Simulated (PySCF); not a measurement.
Computed shifts of a molecule C3H4ClF, PBE/pcSseg-1 (PySCF), GIAO, gas phase, atoms alike by connectivity averaged where their shifts nearly agree, in ppm (number of nuclei): ¹³C: 161.4 (1), 107.6 (1), 16.0 (1). ¹⁹F: -93.7 (1). ¹H: 4.98 (1), 2.11 (3). References: ¹³C against TMS (σ = 182.0 ppm); ¹⁹F against CFCl3 (σ = 133.6 ppm); ³⁵Cl against HCl (σ = 936.5 ppm); ¹H against TMS (σ = 31.49 ppm), references at their B3LYP-D3(BJ)/def2-TZVP geometries, non-relativistic (without spin–orbit terms, shifts of atoms bonded to Cl or Br come out too high). The structure is a stationary point at B3LYP-D3(BJ)/def2-SVP. Other conformers were not sampled.

Task: Which structure fits?
(A) C/C(Cl)=C\F
(B) FC1(Cl)CC1
(C) C/C=C(\F)Cl
(D) C/C(F)=C\Cl

Result: C, C/C=C(\F)Cl
